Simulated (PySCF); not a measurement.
A GIAO shielding run with PySCF 2.14 (density fitting, non-relativistic, gas phase) on `Bc1ccc(F)o1`, C4H4BFO:

```
$ OMP_NUM_THREADS=1 python probes_run.py task.json out

{"job": {"kind": "nmr", "xc": "PBE0", "basis": "pcSseg-0", "pop": true}, "charge": 0, "multiplicity": 1}
B      1.834939     0.113399    -1.081007
C      0.537473    -0.007058    -0.322286
C     -0.150727     0.876169     0.495885
C     -1.336051     0.249939     0.940303
C     -1.284390    -0.989301     0.352939
F     -2.118212    -1.983731     0.415740
O     -0.220229    -1.175430    -0.383289
H      2.247458    -0.793740    -1.760230
H      2.446820     1.150427    -0.987755
H      0.190285     1.881456     0.738525
H     -2.120348     0.628745     1.589304
```

Hardware: 1 thread of an Arm Neoverse V2, shared host. The job also computes population analyses, field gradients, ring-centre shieldings.

**Question.** How large is the calculation?

**Answer.** 50 electrons, 71 basis functions and 644 auxiliary functions.

**Question.** How long does it take, and how much memory does it need?

**Answer.** 5.2 s of wall time, with 14 SCF cycles and 5 response iterations; peak memory 0.46 GiB. Times on a shared host scatter by some tens of per cent.

**Question.** And these other runs on the same molecule and hardware: GIAO shielding at B3LYP/pcSseg-1; GIAO shielding at BHandHLYP/pcSseg-1; GIAO shielding at BP86/pcSseg-1; GIAO shielding at KT2/pcSseg-1; GIAO shielding at KT3/pcSseg-1; GIAO shielding at OPBE/pcSseg-1?

**Answer.** B3LYP/pcSseg-1: 139 functions, 9.7 s; BHandHLYP/pcSseg-1: 139 functions, 9.6 s; BP86/pcSseg-1: 139 functions, 15 s; KT2/pcSseg-1: 139 functions, 15 s; KT3/pcSseg-1: 139 functions, 15 s; OPBE/pcSseg-1: 139 functions, 15 s.
